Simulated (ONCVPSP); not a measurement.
# Reading a pseudo-wave (Ga)

Columns: radius, all-electron u(r) and pseudo u(r) of the 3p shell (level -98.68 eV) of gallium in the configuration [Ne] 3s2 3p6 3d10 4s2 4p1; PBEsol, scalar-relativistic, ONCV scheme, ONCVPSP 4.0.1.

```tsv
r (bohr)	all-electron	pseudo
0.070	-0.5479	0.0441
0.140	-0.6493	0.1696
0.210	-0.2341	0.3577
0.280	0.3135	0.5817
0.350	0.7776	0.8107
0.420	1.0898	1.0153
0.490	1.2560	1.1723
0.560	1.3086	1.2678
0.630	1.2825	1.2973
0.700	1.2078	1.2661
0.770	1.1066	1.1867
0.840	0.9940	1.0745
0.910	0.8800	0.9464
0.980	0.7704	0.8167
1.050	0.6687	0.6957
1.120	0.5764	0.5891
1.190	0.4942	0.4986
1.260	0.4219	0.4227
1.330	0.3588	0.3588
1.400	0.3043	0.3042
1.470	0.2574	0.2573
1.540	0.2173	0.2172
1.610	0.1831	0.1830
1.680	0.1540	0.1540
1.750	0.1294	0.1294
1.820	0.1086	0.1086
```

**Question.** How many radial nodes do the two functions have?

**Answer.** The all-electron 3p function has n − l − 1 = 1; the pseudo-wave has 0, since the states of the same l below it are removed with the core.

**Question.** At about which radius was the pseudo-wave matched?

**Answer.** 1.40 bohr, where the columns begin to agree (steps of 0.07 bohr).

**Question.** Is the pseudo-wave norm-conserving?

**Answer.** Yes: the ONCV scheme keeps the norm inside the radius equal to the all-electron one, which fixes the energy derivative of the logarithmic derivative at the level.
